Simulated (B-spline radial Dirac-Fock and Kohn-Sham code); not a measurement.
**Auger parameter of platinum: the L3 level and its strongest L3-MM line**

Model: Dirac-Fock energy differences between relaxed states, corrected for Breit and QED terms. Program: a radial B-spline solver. The modified Auger parameter α′ is the binding energy plus the kinetic energy of the Auger electron; it does not depend on the energy zero. For free ions it tends to fall with charge, since less charge screens the final holes.

```
            species          configuration  binding 2p3/2 (eV)  Auger line  kinetic (eV)  α′ (eV)
                 Pt      [Xe] 4f14 5d9 6s1             11571.7    M3M3 J=2        6196.1  17767.7
                 Pt      [Xe] 4f14 5d8 6s2             11575.5    M3M3 J=2        6191.6  17767.1
                 Pt  [Xe] 4f14 5d8 6s1 6p1             11577.3    M3M3 J=2        6189.9  17767.3
                 Pt      [Xe] 4f14 5d9 6p1             11573.7    M3M3 J=2        6194.3  17768.0
                Pt⁺          [Xe] 4f14 5d9             11580.6    M3M3 J=2        6185.7  17766.3
 Pt⁺ (Watson 2.4 Å)          [Xe] 4f14 5d9             11574.6    M3M3 J=2        6191.7  17766.3
               Pt²⁺          [Xe] 4f14 5d8             11594.9    M3M3 J=2        6169.7  17764.6
               Pt²⁺      [Xe] 4f14 5d7 6p1             11601.0    M3M3 J=2        6163.2  17764.2
  Pt²⁺ (Watson 2 Å)          [Xe] 4f14 5d8             11580.5    M3M3 J=2        6184.1  17764.6
               Pt³⁺          [Xe] 4f14 5d7             11610.6    M3M3 J=2        6152.5  17763.1
Pt³⁺ (Watson 1.6 Å)          [Xe] 4f14 5d7             11583.9    M3M3 J=2        6179.4  17763.3
Pt³⁺ (Watson 1.8 Å)          [Xe] 4f14 5d7             11586.7    M3M3 J=2        6176.5  17763.2
               Pt⁴⁺          [Xe] 4f14 5d6             11627.8    M3M3 J=2        6134.1  17761.9
               Pt⁴⁺      [Xe] 4f14 5d5 6p1             11634.5    M3M3 J=2        6127.2  17761.7
Pt⁴⁺ (Watson 2.4 Å)          [Xe] 4f14 5d6             11603.8    M3M3 J=2        6158.1  17761.9
               Pt⁵⁺          [Xe] 4f14 5d5             11646.1    M3M3 J=2        6114.8  17760.9
Pt⁵⁺ (Watson 2.7 Å)          [Xe] 4f14 5d5             11619.4    M3M3 J=2        6141.5  17760.9
               Pt⁶⁺          [Xe] 4f14 5d4             11665.6    M3M3 J=2        6094.6  17760.1
               Pt⁷⁺          [Xe] 4f14 5d3             11686.1    M3M3 J=2        6073.5  17759.5
```

Values without a named source are computed, but for edge energies of neutral atoms, which are taken from tables.
